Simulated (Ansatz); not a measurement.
`[Cl][GeH]([Cl])[GeH3]` and `[OH][GeH]([Cl])[Cl]` differ in one atom or group.

Ansatz, PBE0-D4/def2-TZVP geometries, multiplicity 1. Each molecule was computed in one conformer, which needn't be the lowest.

Scalar relativity is left out up to krypton.

```tsv
property	`[Cl][GeH]([Cl])[GeH3]`
LUMO energy (PBE/def2-TZVPP) / eV	-1.84
HOMO energy (PBE/def2-TZVPP) / eV	-7.05
HOMO–LUMO gap (B3LYP/def2-TZVPP) / eV	6.82
HOMO–LUMO gap (PBE0/def2-TZVPP) / eV	7.33
HOMO–LUMO gap (PBE/def2-TZVPP) / eV	5.21
LUMO energy (B3LYP/def2-TZVPP) / eV	-1.21
```

What does the change do to each property? (Best estimate.)

The calculation gave: 
```tsv
property	`[OH][GeH]([Cl])[Cl]`	shift
LUMO energy (PBE/def2-TZVPP) / eV	-1.79	0.05
HOMO energy (PBE/def2-TZVPP) / eV	-7.70	-0.65
HOMO–LUMO gap (B3LYP/def2-TZVPP) / eV	7.80	0.98
HOMO–LUMO gap (PBE0/def2-TZVPP) / eV	8.44	1.11
HOMO–LUMO gap (PBE/def2-TZVPP) / eV	5.90	0.69
LUMO energy (B3LYP/def2-TZVPP) / eV	-1.12	0.09
```

With PBE0 the HOMO falls by 0.98 eV and the LUMO rises by 0.13 eV, so the gap widens by about 1.11 eV. PBE moves the HOMO by -0.65 eV and ωB97M-V by -1.23 eV. The zero-point energy changes by -25.1 kJ/mol with -6 modes.

B3LYP here is the variant with VWN-RPA as its local correlation; programs differ in this.
